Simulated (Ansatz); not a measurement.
`N=C[SiH](O)Br` → Br• + C• + 4 H• + N• + O• + Si•  (atomization)

Program: Ansatz. Geometries: PBE0-D4/def2-TZVP. ΔE: electronic, gas phase. CCSD(T)/CBS adds triple-zeta CCSD(T) − MP2 to the extrapolated MP2 energy (def2 sets, frozen cores). This one scheme is used for every species, atoms too. For atomizations the MP2-based limit and the directly extrapolated one differ by several kJ/mol either way, and by 10 to 25 for some Ge, Se and Sn compounds, so smaller differences from it don't rank the levels. DFT in def2-TZVPP. B3LYP here is the variant with VWN-RPA as its local correlation; programs differ in this. HSE06 is defined as in plane-wave codes. Open shells (•) are unrestricted, without spin–orbit coupling. Spin–orbit coupling would lower the free atoms: a little for C, O, Si; clearly for Br. Bonds to Br are less sure, by a few kJ/mol each and by 10 to 20 or more in all where they break to atoms, as the def2 sets lack core-valence functions. Scalar relativity is left out up to krypton. Each species was taken in one conformer, which may not be the lowest.

```csv
level,ΔE (kJ/mol),difference from CCSD(T)/CBS
LDA (SPW92),3824.6,502.2
PBE-D4,3389.7,67.3
revPBE-D4,3296.0,-26.4
BLYP-D4,3319.6,-2.8
r2SCAN-D4,3311.1,-11.3
B97M-V,3305.8,-16.6
PBE0-D4,3301.8,-20.6
B3LYP-D4,3303.5,-18.9
r2SCANh-D4,3280.1,-42.3
r2SCAN0-D4,3235.6,-86.8
BHLYP-D4,3178.5,-143.9
CAM-B3LYP-D4,3313.4,-9.0
ωB97X-V,3320.0,-2.4
ωB97M-V,3319.1,-3.3
B2PLYP,3268.7,-53.7
PBE-QIDH,3269.8,-52.6
PBE,3367.6,45.2
revPBE,3233.8,-88.6
BLYP,3271.6,-50.8
r2SCAN,3305.8,-16.6
PBE0,3283.0,-39.4
r2SCANh,3274.4,-48.0
r2SCAN0,3229.2,-93.2
HSE06,3287.3,-35.1
BHLYP,3149.6,-172.8
CAM-B3LYP,3294.2,-28.2
LC-ωPBE,3277.9,-44.5
HF/def2-SVP,2247.6,-1074.8
MP2/def2-SVP,3113.3,-209.1
CCSD/def2-SVP,3005.2,-317.2
CCSD(T)/def2-SVP,3049.2,-273.2
HF/def2-TZVPP,2273.2,-1049.2
MP2/def2-TZVPP,3287.4,-35.0
SCS-MP2/def2-TZVPP,3265.9,-56.5
CCSD/def2-TZVPP,3141.4,-181.0
CCSD(T)/def2-TZVPP,3206.0,-116.4
HF/def2-QZVPP,2279.8,-1042.6
HF/CBS(def2),2280.7,-1041.7
MP2/CBS(def2),3403.8,81.4
CCSD/CBS(def2),3257.8,-64.6
CCSD(T)/CBS,3322.4,0
```

Largest T1 diagnostic among the species: 0.012.

The D4 term adds +35.9 kJ/mol with B3LYP and +18.8 kJ/mol with PBE0; it sums over pairs of atoms, weighted by their polarisabilities, and B3LYP, whose exchange is more repulsive, gets the larger term. At CCSD(T), def2-SVP lies −273.2 kJ/mol from the extrapolated value and def2-TZVPP −116.4 kJ/mol: correlation converges slowly with the basis, and small sets miss more of it in the bonded molecule than in its fragments. From r2SCAN to r2SCAN0 (25 % exact exchange), in def2-TZVPP and without D4, ΔE moves by −76.5 kJ/mol: exact exchange takes away binding that semilocal exchange gives to molecules.
